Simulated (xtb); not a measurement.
CrO3, triplet, from a rough starting geometry (GFN-xTB shapes and energies of metal compounds can be far from the true ones) (the multiplicity is a formal guess); xtb 6.7.1 with GFN2-xTB.

Input for xtb:
```
$ xtb mol.xyz --gfn 2 --uhf 2 --opt vtight --json

# file mol.xyz
4

Cr    -0.02276435    -0.02724079    -0.00301904
O     -1.06917038    -1.12948189    -0.11716171
O     -0.05398303     1.29479890    -0.95770990
O      1.11062834    -0.12646060     1.05205731
```

Output, abridged:

```
   ID    Z sym.   atoms
    1   24 Cr     1
    2    8 O      2-4

           -------------------------------------------------
          |                Calculation Setup                |
           -------------------------------------------------

           -------------------------------------------------
          |                 G F N 2 - x T B                 |
           -------------------------------------------------

          ...................................................
          :                      SETUP                      :
          :.................................................:
          :  # basis functions                  22          :
          :  # atomic orbitals                  21          :
          :  # shells                            9          :
          :  # electrons                        24          :
          :  max. iterations                   250          :
          :  Hamiltonian                  GFN2-xTB          :
          :  restarted?                      false          :
          :  GBSA solvation                  false          :
          :  PC potential                    false          :
          :  electronic temp.          300.0000000     K    :
          :  accuracy                    1.0000000          :
          :  -> integral cutoff          0.2500000E+02      :
          :  -> integral neglect         0.1000000E-07      :
          :  -> SCF convergence          0.1000000E-05 Eh   :
          :  -> wf. convergence          0.1000000E-03 e    :
          :  Broyden damping             0.4000000          :
          :  net charge                          0          :
          :  unpaired electrons                  2          :
          ...................................................

 iter      E             dE          RMSdq      gap      omega  full diag
   1     -9.3943269 -0.939433E+01  0.284E+01    1.57       0.0  T
   2    -10.3835801 -0.989253E+00  0.348E+01    2.30       1.0  T
   3    -12.0434989 -0.165992E+01  0.205E+01    1.43       1.0  T
   4    -13.7083630 -0.166486E+01  0.135E+01    1.97       1.0  T
   5    -13.8374583 -0.129095E+00  0.107E+01    1.88       1.0  T
   6    -13.7994648  0.379935E-01  0.103E+01    1.85       1.0  T
   7    -13.8136471 -0.141823E-01  0.937E+00    1.95       1.0  T
   8    -13.1864242  0.627223E+00  0.199E+01    2.49       1.0  T
   9    -12.9105728  0.275851E+00  0.202E+01    2.27       1.0  T
  10    -13.7302927 -0.819720E+00  0.980E+00    2.74       1.0  T
  11    -14.1351182 -0.404825E+00  0.448E+00    2.78       1.0  T
  12    -14.1598480 -0.247298E-01  0.239E+00    2.57       1.0  T
  13    -14.1542499  0.559808E-02  0.176E+00    2.85       1.0  T
  14    -14.1569027 -0.265278E-02  0.172E+00    2.82       1.0  T
  15    -14.1540046  0.289809E-02  0.165E+00    2.89       1.0  T
  16    -14.1623752 -0.837062E-02  0.114E+00    2.84       1.0  T
  17    -14.1620425  0.332706E-03  0.131E+00    2.86       1.0  T
  18    -14.1641831 -0.214063E-02  0.993E-01    2.83       1.0  T
  19    -14.1653414 -0.115827E-02  0.612E-01    2.79       1.0  T
  20    -14.1656029 -0.261509E-03  0.373E-01    2.78       1.0  T
  21    -14.1657419 -0.138957E-03  0.201E-01    2.76       1.0  T
  22    -14.1657895 -0.476688E-04  0.108E-01    2.75       1.0  T
  23    -14.1657958 -0.624691E-05  0.836E-02    2.75       1.0  T
  24    -14.1657985 -0.271352E-05  0.637E-02    2.75       1.0  T
  25    -14.1658006 -0.211405E-05  0.310E-02    2.75       1.6  T
  26    -14.1658011 -0.515503E-06  0.217E-03    2.75      23.1  T
  27    -14.1658011  0.136840E-08  0.401E-03    2.75      12.5  T
  28    -14.1658011 -0.822908E-09  0.100E-03    2.75      50.0  T
  29    -14.1658011 -0.411884E-08  0.241E-04    2.75     207.4  T
  30    -14.1658011 -0.681037E-10  0.757E-05    2.75     660.7  T

   *** convergence criteria satisfied after 30 iterations ***

 transition dipole moment (au) for excitation:          12          13
[...]
         :: total energy             -14.091126439794 Eh    ::
 * total energy  :   -14.0911264 Eh     change       -0.2502887E-11 Eh
 * total energy  :   -14.0934356 Eh     change       -0.2309187E-02 Eh
 * total energy  :   -14.0948250 Eh     change       -0.1389417E-02 Eh
 * total energy  :   -14.0949303 Eh     change       -0.1052875E-03 Eh
 * total energy  :   -14.0949350 Eh     change       -0.4709889E-05 Eh
 * total energy  :   -14.0949395 Eh     change       -0.4495168E-05 Eh
 * total energy  :   -14.0949463 Eh     change       -0.6737883E-05 Eh
 * total energy  :   -14.0949535 Eh     change       -0.7247183E-05 Eh
 * total energy  :   -14.0949554 Eh     change       -0.1917296E-05 Eh
 * total energy  :   -14.0949559 Eh     change       -0.4445598E-06 Eh
 * total energy  :   -14.0949559 Eh     change       -0.2114768E-07 Eh
   *** GEOMETRY OPTIMIZATION CONVERGED AFTER 11 ITERATIONS ***
         :: total energy             -14.094955904601 Eh    ::
[...]
           -------------------------------------------------

    * Orbital Energies and Occupations

         #    Occupation            Energy/Eh            Energy/eV
      -------------------------------------------------------------
         1        2.0000           -0.7748002             -21.0834
         2        2.0000           -0.7321162             -19.9219
         3        2.0000           -0.7320985             -19.9214
         4        2.0000           -0.5695568             -15.4984
         5        2.0000           -0.5694625             -15.4959
         6        2.0000           -0.5650840             -15.3767
         7        2.0000           -0.5650577             -15.3760
         8        2.0000           -0.5611885             -15.2707
         9        2.0000           -0.5584447             -15.1961
        10        1.9985           -0.5273629             -14.3503
        11        1.9985           -0.5273625             -14.3503
        12        1.0031           -0.5157206             -14.0335
        13        1.0000           -0.4954548             -13.4820 (HOMO)
        14                         -0.3820395             -10.3958 (LUMO)
        15                         -0.3818005             -10.3893
        16                         -0.2326357              -6.3303
        17                         -0.2324398              -6.3250
        18                          0.0346504               0.9429
        19                          0.3193002               8.6886
        20                          0.5671911              15.4341
        21                          0.5677607              15.4496
      -------------------------------------------------------------
                  HL-Gap            0.1134153 Eh            3.0862 eV
             Fermi-level           -0.4799794 Eh          -13.0609 eV

     #   Z          covCN         q      C6AA      α(0)
     1  24 Cr       2.225     0.800   150.791    31.768
     2   8 O        0.742    -0.267    19.235     5.877
     3   8 O        0.742    -0.267    19.232     5.877
     4   8 O        0.742    -0.267    19.235     5.877

 Mol. C6AA /au·bohr⁶  :        598.193344
 Mol. C8AA /au·bohr⁸  :      29247.188695
 Mol. α(0) /au        :         49.399588

Wiberg/Mayer (AO) data.
largest (>0.10) Wiberg bond orders for each atom

 ---------------------------------------------------------------------------
     #   Z sym  total        # sym  WBO       # sym  WBO       # sym  WBO
 ---------------------------------------------------------------------------
     1  24 Cr   5.829 --     3 O    1.943     2 O    1.943     4 O    1.943
     2   8 O    2.390 --     1 Cr   1.943     3 O    0.224     4 O    0.223
     3   8 O    2.391 --     1 Cr   1.943     2 O    0.224     4 O    0.224
     4   8 O    2.390 --     1 Cr   1.943     3 O    0.224     2 O    0.223
 ---------------------------------------------------------------------------

Topologies differ in total number of bonds
Writing topology from bond orders to xtbtopo.mol

molecular dipole:
                 x           y           z       tot (Debye)
 q only:        0.004      -0.004      -0.004
   full:        0.010      -0.010      -0.010       0.044
molecular quadrupole (traceless):
                xx          xy          yy          xz          yz          zz
 q only:       -0.015      -1.399      -0.592      -2.009       1.624       0.607
  q+dip:       -0.012      -1.160      -0.492      -1.667       1.348       0.504
   full:       -0.020      -1.587      -0.669      -2.279       1.838       0.689

optimized geometry written to: xtbopt.xyz

           -------------------------------------------------
          | TOTAL ENERGY              -14.094955904601 Eh   |
          | GRADIENT NORM               0.000435795375 Eh/α |
          | HOMO-LUMO GAP               3.086187457139 eV   |
           -------------------------------------------------

normal termination of xtb
```
